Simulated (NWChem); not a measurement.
System meant: CH3Cl2OSb; SMILES C[O][Sb]([Cl])[Cl]

Input file for NWChem:

```
start job
memory heap 200 mb stack 900 mb global 1100 mb
geometry units angstroms noautoz
  Sb     0.188543    -0.000999     0.676670
  Cl     0.833231    -1.778966    -0.767032
  Cl     0.846660     1.774167    -0.764479
  O     -1.724722     0.006516     0.254045
  C     -2.252553     0.009838    -1.051593
  H     -1.938502     0.904120    -1.617385
  H     -1.946435    -0.886381    -1.618681
  H     -3.350269     0.014710    -0.968378
end
basis spherical
  Sb library def2-svp
  Cl library def2-svp
  O library def2-svp
  C library def2-svp
  H library def2-svp
end
ecp
  Sb library def2-ecp
end
dft
  odft
  mult 2
  xc b3lyp
  iterations 150
  mulliken
end
task dft energy
```

End of the output:

```
 Summary of "ao basis" -> "" (spherical)
 ------------------------------------------------------------------------------
       Tag                 Description            Shells   Functions and Types
 ---------------- ------------------------------  ------  ---------------------
 Sb                         def2-svp                10       26   4s4p2d
 Cl                         def2-svp                 8       18   4s3p1d
 O                          def2-svp                 6       14   3s2p1d
 C                          def2-svp                 6       14   3s2p1d
 H                          def2-svp                 3        5   2s1p

                                 NWChem DFT Module
                                 -----------------

 Summary of "ao basis" -> "ao basis" (spherical)
 ------------------------------------------------------------------------------
       Tag                 Description            Shells   Functions and Types
 ---------------- ------------------------------  ------  ---------------------
 Sb                         def2-svp                10       26   4s4p2d
 Cl                         def2-svp                 8       18   4s3p1d
 O                          def2-svp                 6       14   3s2p1d
 C                          def2-svp                 6       14   3s2p1d
 H                          def2-svp                 3        5   2s1p

      Symmetry analysis of basis
      --------------------------

        a'         65
        a"         40

  number of electrons :                   74
  multiplicity        :                    2
 ------------------------------------------------------------------------
  no. of electrons and multiplicity not compatible                  74
 ------------------------------------------------------------------------
 ------------------------------------------------------------------------
  current input line :
    30: task dft energy
 ------------------------------------------------------------------------
 ------------------------------------------------------------------------
 There is an error in the input file
 ------------------------------------------------------------------------
 For more information see the NWChem manual at https://nwchemgit.github.io

0: no. of electrons and multiplicity not compatible:Received an Error in Communication
```

Problem. Find the fault in this run and fix the input.

Solution. The input was rejected before any calculation. Cause: the multiplicity doesn't fit the number of electrons (an even count wants an odd multiplicity, and the reverse). This input runs:
```
start job
memory heap 200 mb stack 900 mb global 1100 mb
geometry units angstroms noautoz
  Sb     0.188543    -0.000999     0.676670
  Cl     0.833231    -1.778966    -0.767032
  Cl     0.846660     1.774167    -0.764479
  O     -1.724722     0.006516     0.254045
  C     -2.252553     0.009838    -1.051593
  H     -1.938502     0.904120    -1.617385
  H     -1.946435    -0.886381    -1.618681
  H     -3.350269     0.014710    -0.968378
end
basis spherical
  * library def2-svp
end
ecp
  Sb library def2-ecp
end
dft
  xc b3lyp
  iterations 150
  mulliken
end
task dft energy
```
It converges to -1275.59517 Ha (B3LYP/def2-SVP with def2 effective core potentials on Sb).
